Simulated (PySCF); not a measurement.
**Polarisability and C₆ of Re²⁺ (rhenium, charge +2)**

[Xe] 4f14 5d5, high-spin 6S determinant. All numbers are calculated (PySCF 2.14, scalar relativity by spin-free X2C-1e, in ANO-RCC-VTZP). Coupled (time-dependent) response in atomic units; α is the mean over directions. The basis has no added diffuse functions, which lowers α and C₆.

| method | mean α (bohr³) | C₆ (like pair) | S(−4) |
| --- | --- | --- | --- |
| UHF | 9.568 | 56.39 | 38.01 |

S(−4) is the Cauchy moment in α(ω) = α(0) + S(−4) ω² + …

α(iu) at UHF:

```
u (hartree)  α(iu) (bohr³)
          0          9.568
     0.0500          9.475
      0.100          9.213
      0.200          8.377
      0.300          7.448
      0.500          5.971
      0.750          4.803
       1.00          4.012
       1.50          2.923
       2.00          2.199
       3.00          1.355
       5.00         0.6684
```

For an ion, C₆ is the dispersion term alone; charge-induced terms of lower order in 1/R come first.

Spin-orbit coupling, which splits the p, d and f shells strongly at this Z, is absent.
